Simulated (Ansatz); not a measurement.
Frontier orbitals of `[CH3][Ti-]1([OH])([F])[O]C=CC=[O+]1`.

Z-matrix (Å, degrees):
```
Ti
F 1 1.776
C 1 3.020 2 105.0
C 1 2.069 2 93.7 3 120.7
C 1 3.052 2 150.2 3 15.6
O 1 1.792 2 101.8 3 -127.6
O 1 1.995 2 87.8 3 -3.4
O 1 2.047 2 165.3 3 39.3
H 1 2.473 2 83.3 3 -127.2
C 3 1.383 1 97.5 2 168.6
H 3 1.095 1 143.7 2 -12.1
H 4 1.096 1 106.5 2 -83.7
H 4 1.092 1 108.7 2 33.9
H 4 1.090 1 111.6 2 156.6
H 5 1.097 1 145.5 2 160.9
H 10 1.080 3 119.9 1 179.9
```

The species carries charge 0 and has multiplicity 1. Correlated methods include outer-core shells of Ti, which these sets cover unevenly. Scalar relativity is left out up to krypton. The geometry is a stationary point of PBE0-D4/def2-TZVP. It is one conformer, not always the lowest. Basis def2-TZVPP, Ansatz.

A caution on the coupled-cluster cation, which keeps the state that its UHF reference found: spin contamination of the cation.

Orbital energies of one run (eV). Highest occupied ones, from the top: -7.19, -7.32, -7.99, -9.15, -9.31, -9.43, -10.07, -10.55, -10.81, -10.94, -11.15, -11.42, -12.10, -12.31. Empty: -2.71, -1.94, -1.74, -1.28, -0.74, 0.04.

(1) Which functional gave them?
A. r2SCAN
B. HSE06 (plane-wave form)
C. ωB97X-V
D. revPBE

Results:

(1) B. HOMO energies: HSE06 -7.19, ωB97X-V -9.89, revPBE -6.12, r2SCAN -6.47 eV.
